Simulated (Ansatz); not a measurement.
```yaml
crystal:
  periodic: [false, false, false]
  atoms:
    - {symbol: O, position_ang: [-0.108372, 1.864886, -0.936263]}
    - {symbol: C, position_ang: [0.561493, 0.663298, -1.127646]}
    - {symbol: S, position_ang: [-0.505463, -0.830535, -1.038976]}
    - {symbol: Si, position_ang: [-0.436868, -1.152154, 1.060885]}
    - {symbol: H, position_ang: [-0.484260, 1.877564, -0.051064]}
    - {symbol: H, position_ang: [0.952498, 0.675097, -2.144478]}
    - {symbol: H, position_ang: [1.398305, 0.529264, -0.433081]}
    - {symbol: H, position_ang: [-1.372356, -2.260513, 1.365572]}
    - {symbol: H, position_ang: [-0.860482, 0.074625, 1.795323]}
    - {symbol: H, position_ang: [0.938505, -1.492730, 1.512628]}
basis:
  gaussian: {orbitals: def2-mTZVPP, final_grid: {core_spheres: 5, valence_spheres: 4, degree: 11}, point_charges: [{charge: 0.50, position_ang: [4.280, -0.101, -0.358]}]}
total_charge: 1
magnetization: {spin_polarized: true, initial_magnetization: 1}
hamiltonian: {xc: {name: PBE0}, dispersion: d4}
```

```sh
$ ansatz run in.yaml --threads 2 --pin off --events-out ev --progress --plain --max-ram 4352MiB
```

Shortened log:

```
Functional definition: PBE0
1195 factors; their error is unknown
mean field evaluation 1: about -21864.9420 eV, gradient 5.0e1 eV
mean field evaluation 2: about -21794.2780 eV, gradient 1.1e2 eV
mean field evaluation 4: about -21874.3148 eV, gradient 8.9e0 eV
mean field evaluation 8: about -21874.8720 eV, gradient 4.8e-1 eV
mean field evaluation 16: about -21874.9985 eV, gradient 3.3e-3 eV
mean field -21874.99854094 eV, -803.8913689728 hartree, gradient 3.8e-5 eV, S^2 0.755765; 2 other end points of the search recorded, 0 dependent functions left out
reference -21874.99856113 eV, -803.8913697149 hartree; 25, 24 occupied and 102, 103 virtual orbitals, 1195 factors
Total energy: -21875.15460779 eV, -803.8971043239 hartree
```

Run time 3.6 s (2 threads of an Arm Neoverse V1 on a shared host); peak host memory 0.37 GiB.
